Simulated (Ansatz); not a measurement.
Stepwise reaction of `[O]=[Nb]([F])([Cl])[Cl]` with hydrogen fluoride, as a gas-phase model of exchange steps in deposition or etching. ΔE in kJ/mol; ΔG adds harmonic PBE0-D4 terms to CCSD(T)/CBS, at 1 bar.

Computed with Ansatz on PBE0-D4/def2-TZVP structures; ΔE is electronic, products minus reactants. CCSD(T)/CBS is the MP2 limit (def2-TZVPP, def2-QZVPP) plus CCSD(T) − MP2 in def2-TZVPP, frozen cores. This one scheme is used for every species. DFT in def2-TZVPP. B3LYP here is the variant with VWN-RPA as its local correlation; programs differ in this. Elements past krypton have def2 core potentials. For Nb outer-core shells are correlated without core-valence functions, which leaves a few kJ/mol of doubt a bond.

```csv
step,reaction,PBE-D4,B3LYP-D4,ωB97M-V,CCSD(T)/CBS,ΔG(400 K)
1,`[O]=[Nb]([F])([Cl])[Cl]` + H–F → `[O]=[Nb]([F])([F])[Cl]` + HCl,-11.6,-12.2,-15.0,-2.0,-8.1
```

Question: Give the row of step 2, `[O]=[Nb]([F])([F])[Cl]` + H–F → `[O]=[Nb]([F])([F])[F]` + HCl. (An estimate is asked.)

Answer: Computed: 
```csv
step,reaction,PBE-D4,B3LYP-D4,ωB97M-V,CCSD(T)/CBS,ΔG(400 K)
2,`[O]=[Nb]([F])([F])[Cl]` + H–F → `[O]=[Nb]([F])([F])[F]` + HCl,-12.7,-13.6,-15.7,-3.8,-6.2
```

Question: By hand: ΔE of the 2 steps together at CCSD(T)/CBS.

Answer: (-2.0) + (-3.8) = -5.8 kJ/mol, or -2.9 kJ/mol a step.

In ΔE the steps differ by no more than 1.8 kJ/mol. ΔG lies between -8.1 and -6.2 kJ/mol a step. PBE-D4 differs from CCSD(T)/CBS by -9.6 to -8.9 kJ/mol a step. Isolated molecules leave out the surface, adducts and barriers. Largest T1 diagnostic: 0.022.
